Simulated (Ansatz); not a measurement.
## Redistribution: C2H2BrF + C2F3I → C2H2FI + C2BrF3

Gas-phase species: C2H2BrF `C=C(F)Br`, singlet; C2F3I (trifluoroiodoethylene) `FC(F)=C(F)I`, singlet; C2H2FI `C=C(F)I`, singlet; C2BrF3 (bromotrifluoroethene) `FC(F)=C(F)Br`, singlet. The partners trade Br for I; both sit on C, so the bond types are kept.

Shapes, held fixed at every level: PBE0-D4/def2-TZVP. Programs: Ansatz 0.2.0. Electronic energies: no zero-point or thermal term.

**Question.** Estimate ΔE of this reaction.

**Answer.** The highest level, CCSD(T)/def2-TZVPP, gives ΔE = +4.7 kJ/mol; the levels span +4.1 to +5.5. The column of differences is taken from that level and isn't an error. No measured value is set beside it here. For atoms past krypton def2 sets carry core potentials with scalar relativity. Relativity is left out for Br. Outer-core shells of Br, I are correlated, in sets that cover them unevenly.

| level | kind | ΔE (kJ/mol) | less CCSD(T)/def2-TZVPP |
| --- | --- | --- | --- |
| r2SCAN0-D4/def2-TZVPP | global hybrid | +5.1 | +0.4 |
| wB97M-V/def2-TZVPP | range-separated hybrid | +5.5 | +0.8 |
| wB97X-V/def2-TZVPP | range-separated hybrid | +5.4 | +0.7 |
| MP2/def2-SVP | perturbation theory | +4.3 | -0.4 |
| MP2/def2-TZVPP | perturbation theory | +4.7 | 0.0 |
| CCSD(T)/def2-SVP | coupled cluster or CI | +4.1 | -0.6 |
| CCSD/def2-TZVPP | coupled cluster or CI | +4.9 | +0.2 |
| CCSD(T)/def2-TZVPP | coupled cluster or CI | +4.7 | 0.0 |
